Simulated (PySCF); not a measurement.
# Energy profile

The step: SiF₂ + H₂ → SiH₂F₂ ([F][SiH2][F]); bonds formed: Si1–H4, Si1–H5; bonds broken: H4–H5 (atoms numbered as in the saddle structure below).

```xyz
5
angstrom
Si 0.1626 0.1214 -0.4816
F 0.7450 1.4438 0.1823
F 1.2357 -1.0344 -0.2792
H -1.2730 -0.1979 -0.2894
H -0.8703 -0.3329 0.8679
```

Electronic energies by CCSD(T) at an estimated basis limit (MP2 extrapolated from triple and quadruple zeta, plus CCSD(T) − MP2 in triple zeta), on PBE0-D4/def2-TZVP structures; SiH2F2, closed shell; no counterpoise correction. Computed with PySCF 2.14 with density fitting (its default auxiliary sets; JK sets also for MP2 and CCSD(T)) (basis: def2-TZVPP and def2-QZVPP); correlated methods freeze the cores. Extrapolation: Hartree–Fock as exp(−7.88 √X), correlation as X^−2.97.

(1) Give the profile in kcal/mol, counted from the separated reactants. (To be estimated.)

No T1 diagnostic of these runs exceeds 0.016. The restricted Hartree–Fock reference is unstable towards an unrestricted one at one or more of these structures. A large double-excitation amplitude points to some diradical character; no triplet was computed. The start structure is not quite a true minimum (one mode of 57i cm⁻¹).

Answers

(1) Computed:
```json
{"point": "separated: SiF2 (linked as [F][Si][F]; Si1, F2, F3; singlet) + H2 (H4, H5; singlet)", "kcal/mol": "0.00"}
{"point": "start structure", "kcal/mol": "-0.52"}
{"point": "saddle", "kcal/mol": "49.13"}
{"point": "end structure", "kcal/mol": "-38.37"}
```

Losses and insertions of silylenes and their heavier kin drive the gas-phase chemistry of silicon and germanium vapour deposition.

For scale, one of the runs: CCSD(T)/def2-TZVPP, 132 basis functions, launched by `OMP_NUM_THREADS=4 python run.py`. Hardware: 4 CPU threads of an AMD EPYC 7B13, shared host. Wall time 34 s; peak host memory 0.76 GiB.
